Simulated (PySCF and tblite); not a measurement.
The numbers below are computed, except where a source is named.
C₆H₁₄OSi, numbered as in [CH3:1][O:2][C@@H:3]1[CH2:4][CH2:5][C@H:6]([CH3:7])[SiH2:8]1.

Conformers came from 90 starts (ETKDG, MMFF94s, GFN2-xTB); geometries are GFN2-xTB. Free energies are PBE0-D3(BJ)/6-31G* single points with GFN2-xTB rigid-rotor and vibrational terms (modes under about 100 cm⁻¹ blended into free rotors). Symmetry numbers and mirror images are counted. Conformers within 2.5 kcal/mol (GFN2-xTB free energy) were kept, 6 at most. Run with PySCF (density fitting) and tblite.

Rotational constants are equilibrium values for the commonest isotopes; dipoles come from the energy level named.

Torsions listed: C1–O2–C3–Si8. The 5-ring runs over atoms 3–4–5–6–8.

```tsv
conformer	shape	symmetry	weight %
1	5-ring between envelope and twist (ring torsions -52, 40, -16, -11, 36°); 83°	C1	70.0
2	5-ring twist (ring torsions -52, 40, -15, -12, 37°); 170°	C1	16.9
3	5-ring twist (ring torsions 51, -36, 11, 15, -38°); 72°	C1	9.3
4	5-ring twist (ring torsions 50, -38, 14, 12, -36°); 173°	C1	3.8
```

Sets of constants, in random order:

```json
{"set": "P", "A (MHz)": "2924", "B (MHz)": "1119", "C (MHz)": "972", "abs μa (D)": "0.06", "abs μb (D)": "1.29", "abs μc (D)": "0.67"}
{"set": "Q", "A (MHz)": "2808", "B (MHz)": "1171", "C (MHz)": "1008", "abs μa (D)": "0.08", "abs μb (D)": "0.10", "abs μc (D)": "0.75"}
{"set": "R", "A (MHz)": "2909", "B (MHz)": "1132", "C (MHz)": "999", "abs μa (D)": "0.44", "abs μb (D)": "0.91", "abs μc (D)": "0.83"}
{"set": "S", "A (MHz)": "3016", "B (MHz)": "1134", "C (MHz)": "971", "abs μa (D)": "0.32", "abs μb (D)": "0.14", "abs μc (D)": "0.89"}
```

(1) Match each set to its conformer.

## Answers

(1) P is conformer 4, Q is conformer 1, R is conformer 2, S is conformer 3.
